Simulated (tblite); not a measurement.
C3H9S (SMILES C[S+](C)C), charge +1, singlet, at a GFN2-xTB geometry; GFN1-xTB run with tblite.

The tblite input:
```
$ tblite run mol.xyz --method gfn1 --charge 1 --spin 0 --efield 0,0,0.1 --json tblite.json --no-restart

# file mol.xyz
13

C     -0.32699695     1.59266303    -0.02416814
S     -0.12707996    -0.11706004     0.53302143
C      1.56698729    -0.43396355    -0.01769474
C     -1.04842027    -0.98223421    -0.76165445
H     -0.05112509     1.69483052    -1.06929569
H      0.30089571     2.22944413     0.59322410
H     -1.36509273     1.88020121     0.11932921
H      1.69089796    -0.16919250    -1.06334168
H      1.78324231    -1.48862275     0.13008982
H      2.24278175     0.15156102     0.59986122
H     -0.71466601    -0.67347343    -1.74761082
H     -0.89831297    -2.05076003    -0.63268579
H     -2.10476197    -0.75981919    -0.63680928
```

What the program printed (banner, timings and long lists left out):

```
xTB calculator
 | screened Coulomb repulsion
 | Coulomb electrostatics
 |  * isotropic Klopman-Ohno-Mataga-Nishimoto electrostatics
 |  * onsite third-order electrostatics
 | DFT-D3(BJ) dispersion correction
 | Interactions (1)
 | [1] electric field

halogen bonding energy    0.0000000000000E+00 Eh
repulsion energy          1.7641434350399E-01 Eh
dispersion energy        -4.4030607224477E-03 Eh
interaction energy        0.0000000000000E+00 Eh
number of electrons       2.6000000000000E+01 e
integral cutoff           1.9731147476801E+01 bohr

------------------------------------------------------------
  cycle        total energy    energy error   density error
------------------------------------------------------------
      1     -14.41558019365  -1.4587591E+01   3.1104455E-01
      2     -14.42196168337  -6.3814897E-03   1.7967381E-01
      3     -14.40931888824   1.2642795E-02   5.3508063E-02
      4     -14.42467371705  -1.5354829E-02   1.0076380E-03
      5     -14.42467672373  -3.0066829E-06   3.1508618E-04
      6     -14.42467711329  -3.8956023E-07   5.2637978E-05
      7     -14.42467711232   9.6856212E-10   1.2013342E-05
------------------------------------------------------------

electronic energy        -1.4596688395105E+01 Eh
total energy             -1.4424677112323E+01 Eh

Post processing:
 | Mayer-Wiberg bond orders

[Info] JSON dump of results written to 'tblite.json'
```
